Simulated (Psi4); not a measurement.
Cl2Se (SMILES Cl[Se]Cl), singlet, geometry from GFN2-xTB, with bond 2-1 at 1.8 times its length; HF/def2-SVP in Psi4.

The Psi4 input:
```
memory 2 GB

molecule mol {
0 1
  Se    0.001365    0.001249    0.686465
  Cl    1.873309    2.266023   -1.792669
  Cl   -1.044063   -1.261955   -0.682097
}

set basis def2-svp
set reference rhf
set stability_analysis check
set scf_type pk

energy('scf')
print_variables()
```

What the program printed (banner, timings and long lists left out):

```
   => Loading Basis Set <=

    Name: DEF2-SVP
    Role: ORBITAL
    Keyword: BASIS

         ---------------------------------------------------------
                                   SCF
               by Justin Turney, Rob Parrish, Andy Simmonett
                          and Daniel G. A. Smith
                              RHF Reference
         ---------------------------------------------------------

  ==> Geometry <==

    Molecular point group: cs
    Full point group: Cs

    Geometry (in Angstrom), charge = 0, multiplicity = 1:

       Center              X                  Y                   Z               Mass
    ------------   -----------------  -----------------  -----------------  -----------------
         SE           0.303023163262    -0.897869392565     0.000000000000    79.916521800000
         CL          -2.635237335406     1.581264779306     0.000000000000    34.968852682000
         CL           1.942719412299     0.470692702313     0.000000000000    34.968852682000

  Running in cs symmetry.

  Rotational constants: A =      0.17640  B =      0.03778  C =      0.03112 [cm^-1]
  Rotational constants: A =   5288.45626  B =   1132.61979  C =    932.83590 [MHz]
  Nuclear repulsion =  255.234990250099997

  Charge       = 0
  Multiplicity = 1
  Electrons    = 68
  Nalpha       = 34
  Nbeta        = 34

  ==> Algorithm <==

  SCF Algorithm Type is PK.
  DIIS enabled.
  MOM disabled.
  Fractional occupation disabled.
  Guess Type is SAD.
  Energy threshold   = 1.00e-06
  Density threshold  = 1.00e-06
  Integral threshold = 1.00e-12

  ==> Primary Basis <==

  Basis Set: DEF2-SVP
    Blend: DEF2-SVP
    Number of shells: 28
    Number of basis functions: 68
    Number of Cartesian functions: 73
    Spherical Harmonics?: true
    Max angular momentum: 2

  ==> Integral Setup <==

  Using in-core PK algorithm.
   Calculation information:
      Number of atoms:                   3
      Number of AO shells:              28
      Number of primitives:             66
      Number of atomic orbitals:        73
      Number of basis functions:        68

      Integral cutoff                 1.00e-12
      Number of threads:                 1

  Performing in-core PK
  Using 5506062 doubles for integral storage.
  We computed 53483 shell quartets total.
  Whereas there are 82621 unique shell quartets.

  ==> DiskJK: Disk-Based J/K Matrices <==

    J tasked:                  Yes
    K tasked:                  Yes
    wK tasked:                  No
    Schwarz Cutoff:          1E-12

  Minimum eigenvalue in the overlap matrix is 2.9056591116E-02.
  Reciprocal condition number of the overlap matrix is 9.9507041349E-03.
    Using symmetric orthogonalization.

  ==> Pre-Iterations <==

  SCF Guess: Superposition of Atomic Densities via on-the-fly atomic UHF (no occupation information).

   -------------------------
    Irrep   Nso     Nmo
   -------------------------
     A'        48      48
     A"        20      20
   -------------------------
    Total      68      68
   -------------------------

  ==> Iterations <==

                        Total Energy        Delta E     RMS |[F,P]|

   @RHF iter SAD: -3314.55981125652761   -3.31456e+03   0.00000e+00
   @RHF iter   1: -3317.51349507781106   -2.95368e+00   2.94889e-02 DIIS/ADIIS
   @RHF iter   2: -3317.84676203954132   -3.33267e-01   1.78172e-02 DIIS/ADIIS
   @RHF iter   3: -3318.06841229594966   -2.21650e-01   2.02175e-03 DIIS/ADIIS
   @RHF iter   4: -3318.07637167863095   -7.95938e-03   1.72264e-03 DIIS/ADIIS
   @RHF iter   5: -3318.08226877721017   -5.89710e-03   3.51281e-04 DIIS/ADIIS
   @RHF iter   6: -3318.08304883942674   -7.80062e-04   1.56705e-04 DIIS/ADIIS
   @RHF iter   7: -3318.08326420435651   -2.15365e-04   7.26366e-05 DIIS
   @RHF iter   8: -3318.08330016824493   -3.59639e-05   1.59902e-05 DIIS
   @RHF iter   9: -3318.08330291390303   -2.74566e-06   8.23196e-06 DIIS
   @RHF iter  10: -3318.08330434288791   -1.42898e-06   6.37079e-06 DIIS
   @RHF iter  11: -3318.08330621787218   -1.87498e-06   4.50892e-06 DIIS
   @RHF iter  12: -3318.08330761405523   -1.39618e-06   1.39109e-06 DIIS
   @RHF iter  13: -3318.08330768184032   -6.77851e-08   2.43185e-07 DIIS
  Energy and wave function converged.

	Presorting SO-basis two-electron integrals.
	Sorting File: SO Ints (nn|nn) nbuckets = 1
	Constructing frozen core operators
	Starting first half-transformation.
	Sorting half-transformed integrals.
	First half integral transformation complete.
	Starting second half-transformation.
	Two-electron integral transformation complete.
	Starting first half-transformation.
	Sorting half-transformed integrals.
	First half integral transformation complete.
	Starting second half-transformation.
	Two-electron integral transformation complete.
    Lowest singlet (RHF->RHF) stability eigenvalues:
     App 0.018111        Ap 0.028266       App 0.028861       App 0.152867
      Ap 0.178034        Ap 0.181926        Ap 0.184035       App 0.194744
      Ap 0.204716       App 0.292877

    Lowest triplet (RHF->UHF) stability eigenvalues:
      Ap -0.250993      App -0.055318       Ap -0.025310      App -0.025042
     App 0.063214        Ap 0.101702        Ap 0.113823        Ap 0.123486
     App 0.174799       App 0.210204

  ==> Post-Iterations <==

    Orbital Energies [Eh]
    ---------------------

    Doubly Occupied:

[...]
      25Ap    -0.341638

    Virtual:

[...]
      48Ap     3.624176

    Final Occupation by Irrep:
             Ap   App
    DOCC [    25,    9 ]
    NA   [    25,    9 ]
    NB   [    25,    9 ]

  @RHF Final Energy: -3318.08330768184032

   => Energetics <=

    Nuclear Repulsion Energy =            255.2349902500999974
    One-Electron Energy =               -5119.7413713841933713
    Two-Electron Energy =                1546.4230734522534476
    Total Energy =                      -3318.0833076818398695

Computation Completed

Properties will be evaluated at   0.000000,   0.000000,   0.000000 [a0]

Properties computed using the SCF density matrix

 Multipole Moments:

 ------------------------------------------------------------------------------------
     Multipole            Electronic (a.u.)      Nuclear  (a.u.)        Total (a.u.)
 ------------------------------------------------------------------------------------

 L = 1.  Multiply by 2.5417464519 to convert [e a0] to [Debye]
 Dipole X            :          4.3669871           -2.7779298            1.5890573
 Dipole Y            :         -9.7101537            8.2311138           -1.4790399
 Dipole Z            :          0.0000000            0.0000000            0.0000000
 Magnitude           :                                                    2.1708666

 ------------------------------------------------------------------------------------

  Variable Map:
  ----------------------------------------------------------------------------
[...]
  Array Variable Map:
  ----------------------------------------------------------------------------
[...]
[...]
```
